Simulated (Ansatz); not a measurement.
Molecule: bromo-bis(ethenyl)borane, C₄H₆BBr, net charge 0, singlet state. SMILES: C(B(C=C)Br)=C

Atoms: C1, C2, B3, Br4, C5, C6, H7, H8, H9, H10, H11, H12. Bonds: C1-C2, C1-H7, C1-H8, C2-B3, C2-H9, B3-Br4, B3-C5, C5-C6, C5-H10, C6-H11, C6-H12.

Bond lengths (Å) and angles (degrees) optimised at HF/6-31G* with LANL2DZ past Ar with Ansatz (an electronic-structure program); B3LYP/LANL2DZ with Ansatz; MP2/6-31G* with LANL2DZ past Ar with Ansatz, each started from the B3LYP-D3(BJ)/def2-TZVP structure (Ansatz) of the last column. A row stands for all coordinates that are equal there; 8 of 13 kinds are shown. 6-31G* holds six Cartesian d functions. No wavenumbers were computed at B3LYP/LANL2DZ, MP2/6-31G* with LANL2DZ past Ar, so these may be saddle points.

```
coordinate  HF/6-31G* with LANL2DZ past Ar  B3LYP/LANL2DZ  MP2/6-31G* with LANL2DZ past Ar  B3LYP-D3(BJ)/def2-TZVP
----------  ------------------------------  -------------  -------------------------------  ----------------------
C1-C2                                1.329          1.359                            1.349                   1.337
C1-H7                                1.076          1.089                            1.087                   1.084
C2-B3                                1.552          1.546                            1.548                   1.541
C2-H9                                1.081          1.095                            1.091                   1.089
B3-Br4                               1.991          2.014                            1.946                   1.951
C1-C2-B3                             126.0          126.9                            125.8                   126.1
C2-B3-Br4                            119.2          119.1                            120.1                   119.4
C2-B3-C5                             121.6          121.7                            119.8                   121.3
```

Mean signed difference of all 11 bond lengths from B3LYP-D3(BJ)/def2-TZVP: HF/6-31G* with LANL2DZ past Ar 0.000 Å, B3LYP/LANL2DZ 0.014 Å, MP2/6-31G* with LANL2DZ past Ar 0.004 Å.
